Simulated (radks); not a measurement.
Charge is removed step by step from the 1s down level of Mg2+, starting from 1s(up 1, down 1) 2s2 2p6. All-electron calculation, scalar-relativistic Kohn-Sham, PBE, spin-polarised, spherical densities, finite nucleus; Fermi nuclear charge, rms radius 3.057 fm. Program: a radial shooting solver on a logarithmic mesh with Libxc functionals.

removed (e)  E - E(0) (eV)  eigenvalue (eV)
0                    0.000          -1280.2
0.25                323.58          -1308.4
0.5                 654.07          -1335.3
0.75                990.96          -1359.2

The mean slope of the eigenvalue, de/dn, is 105 eV per electron.
